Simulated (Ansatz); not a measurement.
Reading a saddle point

A first-order saddle point of BAsH5Br, closed shell, PBE0-D4/def2-TZVP, with one imaginary mode of 249i cm⁻¹:

B1  (-0.780, -0.252, -0.493)
Br2  (1.332, -0.918, -1.589)
H3  (-1.208, -1.348, -0.330)
H4  (-1.157, 0.483, -1.348)
H5  (0.814, -0.194, -0.310)
As6  (-0.344, 0.717, 1.272)
H7  (0.703, 1.733, 0.855)
H8  (0.641, -0.222, 1.943)
(Å)

Ansatz 0.2.0; basis: def2-TZVPP and def2-QZVPP; cores frozen in the correlated methods. Filled d shells of the heavier atoms are correlated. The def2 sets are not built for correlating such inner shells, so the correlated values are less sure here. Extrapolation: Hartree–Fock as exp(−7.88 √X), correlation as X^−2.97.

Which contacts change along the imaginary mode, and what lies on either side? (Judge from chemistry; the calculation decides.)

By the calculation: The step is BH₂Br ([BH2][Br]) + AsH₃ → BAsH₄ ([BH2][AsH2]) + HBr, with the molecules in contact on both sides. Shortening one way: B1–As6, Br2–H5; lengthening the same way: B1–Br2, H5–As6.
```tsv
pair	one side (Å)	saddle (Å)	other side (Å)
B1–As6	3.55	2.06	2.02
Br2–H5	3.56	1.56	1.42
B1–Br2	1.90	2.47	2.57
H5–As6	1.53	2.16	3.37
```

Which side is lower, and how far does the saddle lie above each? (To be estimated.)

By the calculation: The side with B1–Br2, H5–As6 short is lower by 61.2 kJ/mol; the saddle lies 89.6 kJ/mol above it and 28.4 kJ/mol above the other (CCSD(T) at an estimated basis limit (MP2 extrapolated from triple and quadruple zeta, plus CCSD(T) − MP2 in triple zeta); electronic energies).

No T1 diagnostic of these runs exceeds 0.012. The end structure is not quite a true minimum (one mode of 64i cm⁻¹).

Labels in which every atom is bracketed show which atoms are joined, not bond orders.

For scale, one of the runs: CCSD(T)/def2-TZVPP, 197 basis functions (an equivalent command: `ansatz run in.yaml --threads 4`). Hardware: 4 CPU threads, shared host. Wall time 110 s; peak host memory 2.4 GiB.
